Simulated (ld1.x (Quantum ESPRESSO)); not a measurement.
## Transferability test, TM potential for gadolinium

ld1.x (Quantum ESPRESSO) 7.5 input, shortened:

```
&input
   title='Gd', zed=64., rel=2, dft='PBESOL', iswitch=3,
   config='[Xe] 4f7 5d1 6s2 6p0', rel_dist='average'
 /
 &inputp
   pseudotype=2, tm=.true., lloc=0,
   nlcc=.true., new_core_ps=.true., rcore=0.85
 /
4
5P  2  1   6.00   0.00  1.45  1.45  0.0
5D  3  2   1.00   0.00  3.10  3.10  0.0
4F  4  3   7.00   0.00  1.05  1.05  0.0
6S  1  0   2.00   0.00  2.60  2.60  0.0
 &test
   configts(1)='4f7 5p6 5d1 6s2 6p0'
 /
```

Open shells are filled in proportion to 2j + 1 (rel_dist='average').

Energies are relative to the spin-unpolarised reference configuration 4f7 5p6 5d1 6s2 6p0; without spin polarisation the order of configurations can differ from experiment.

```csv
valence configuration,charge,ΔE all-electron (eV),error AE − PS (meV)
4f7 5p6 5d1 6s1 6p0,+1,6.675,+0.7
4f7 5p6 5d1 6s0 6p0,+2,18.720,-16
4f7 5p6 5d0 6s0 6p0,+3,38.502,-35
4f7 5p6 5d1 6s0 6p1,+1,10.252,-550
4f6 5p6 5d2 6s1 6p0,+1,15.923,-1261
4f7 5p5 5d1 6s2 6p0,+1,32.514,-53
```

**Question.** What are ΔE and the potential's error for 4f7 5p6 5d1 6s1 6p1?

**Answer.** ΔE = 2.886 eV all-electron; the error (AE − PS) is -324 meV.

These tests converged, but a pseudo level misses the all-electron one widely, so the file describes the atom poorly there or has found another state: 4f6 5p6 5d2 6s1 6p0: 4f by 2.5 eV.
